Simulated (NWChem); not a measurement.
System meant: CCl$_{2}$InNO; SMILES [Cl][In]([Cl])[N]=C=O

Here is an NWChem input.

```
start job
memory heap 200 mb stack 900 mb global 1100 mb
geometry units angstroms noautoz
  In     0.034693    -0.273103     0.000000
  Cl     1.447216    -2.105705     0.000000
  Cl    -2.268495    -0.560691     0.000000
  N      0.843273     1.568417     0.000000
  C      0.606325     2.753680     0.000000
  O      0.449176     3.910255     0.000000
end
basis spherical
  * library def2-svp
end
dft
  xc b3lyp
  iterations 150
  mulliken
end
task dft energy
```

End of the output:

```
             Grid Information
             ----------------
          Grid used for XC integration:  medium
          Radial quadrature: Mura-Knowles
          Angular quadrature: Lebedev.
          Tag              B.-S. Rad. Rad. Pts. Rad. Cut. Ang. Pts.
          ---              ---------- --------- --------- ---------
          In                  1.55      123          10.0       590
          Cl                  1.00       88          12.0       590
          N                   0.65       49          10.0       434
          C                   0.70       49          11.0       434
          O                   0.60       49          12.0       434
          Grid pruning is: on
          Number of quadrature shells:   446
          Spatial weights used:  Erf1

          Convergence Information
          -----------------------
          Convergence aids based upon iterative change in
          total energy or number of iterations.
          Levelshifting, if invoked, occurs when the
          HOMO/LUMO gap drops below (HL_TOL):  1.00D-02
          DIIS, if invoked, will attempt to extrapolate
          using up to (NFOCK): 10 stored Fock matrices.

                    Damping( 0%)  Levelshifting(0.5)       DIIS
                  --------------- ------------------- ---------------
          dE  on:    start            ASAP                start
          dE off:    2 iters        150 iters           150 iters

      Screening Tolerance Information
      -------------------------------
          Density screening/tol_rho:  1.00D-10
          AO Gaussian exp screening on grid/accAOfunc:  14
          CD Gaussian exp screening on grid/accCDfunc:  20
          XC Gaussian exp screening on grid/accXCfunc:  20
          Schwarz screening/accCoul:  1.00D-08

      Superposition of Atomic Density Guess
      -------------------------------------

      charge =      49.0 In (Indium)

      symmetry species            s     p     d     f
      number of basis functions =10     7     6
      number of cont. functions = 4     4     2
      number of closed shells   = 5     3     2
      number of open shells     = 0     1     0
      open shell occupation     = 0     1     0
 ------------------------------------------------------------------------
 atomscf:atomd: error in atom scf                   0
 ------------------------------------------------------------------------
 ------------------------------------------------------------------------
  current input line :
    19: task dft energy
 ------------------------------------------------------------------------
 ------------------------------------------------------------------------
 This error has not yet been assigned to a category
 ------------------------------------------------------------------------
 For more information see the NWChem manual at https://nwchemgit.github.io

0:atomscf:atomd: error in atom scf:Received an Error in Communication
```

What is wrong, and how is it mended?

The run crashed. Cause: the def2 basis of a heavy element holds valence functions alone and wants its effective core potential (without it all electrons must fit into that basis). This input runs:
```
start job
memory heap 200 mb stack 900 mb global 1100 mb
geometry units angstroms noautoz
  In     0.034693    -0.273103     0.000000
  Cl     1.447216    -2.105705     0.000000
  Cl    -2.268495    -0.560691     0.000000
  N      0.843273     1.568417     0.000000
  C      0.606325     2.753680     0.000000
  O      0.449176     3.910255     0.000000
end
basis spherical
  In library def2-svp
  Cl library def2-svp
  N library def2-svp
  C library def2-svp
  O library def2-svp
end
ecp
  In library def2-ecp
end
dft
  xc b3lyp
  iterations 150
  mulliken
end
task dft energy
```
It converges to -1278.40966 Ha (B3LYP/def2-SVP with def2 effective core potentials on In).
